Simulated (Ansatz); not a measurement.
## Match the barriers

Saddle point of SnAsNH8, singlet (SnNH₅ ([NH2][SnH3]) + AsH₃ → SnAsH₅ ([AsH2][SnH3]) + NH₃; bonds formed: Sn1–As7, N2–H6; bonds broken: Sn1–N2, H6–As7), PBE0-D4/def2-TZVP structure:

```xyz
11
angstrom
Sn -0.7151 -0.3661 -1.1332
N 1.2388 0.2275 -0.4923
H -0.3591 -0.8090 -2.7497
H -1.1868 -1.7038 -0.2213
H -1.6755 1.0222 -1.0859
H 0.9422 0.4852 0.6126
As -0.0754 0.6717 2.3499
H 1.9292 -0.5202 -0.5189
H 1.6188 1.0322 -0.9876
H -1.4696 0.8013 1.7292
H -0.2474 -0.8409 2.4972
```

Ansatz 0.2.0; basis: def2-TZVPP, with def2-QZVPP for the basis limit; cores frozen in the correlated methods. Filled d shells of the heavier atoms are correlated. Core potentials replace the inner electrons of the atoms past krypton. The def2 sets are not built for correlating such inner shells, so the correlated values are less sure here. Extrapolation: Hartree–Fock as exp(−7.88 √X), correlation as X^−2.97. Four methods, as single points on the PBE0-D4 structures, gave these electronic barriers from the start structure: 38.5, 71.8, 94.5, 128.8 kJ/mol.

Q: The methods were, in alphabetical order, CCSD(T), HF, PBE0-D4, SPW92. Which gave which? (A judgement: the text doesn't fix the answer.)

A: Computed: SPW92 38.5; PBE0-D4 71.8; CCSD(T) 94.5; HF 128.8 kJ/mol. For comparison, CCSD(T) at an estimated basis limit (MP2 extrapolated from triple and quadruple zeta, plus CCSD(T) − MP2 in triple zeta) gives 87.0 kJ/mol.

No T1 diagnostic of these runs exceeds 0.014.

Labels in which every atom is bracketed show which atoms are joined, not bond orders.

For scale, one of the runs: CCSD(T)/def2-TZVPP, 241 basis functions, launched by `ansatz run in.yaml --threads 8 --pin off --events-out ev --progress --plain --max-ram 19148MiB`. Time: 2.8 min of wall clock on 8 CPU threads of an Intel Xeon; the host was shared. Peak host memory: 5.2 GiB.
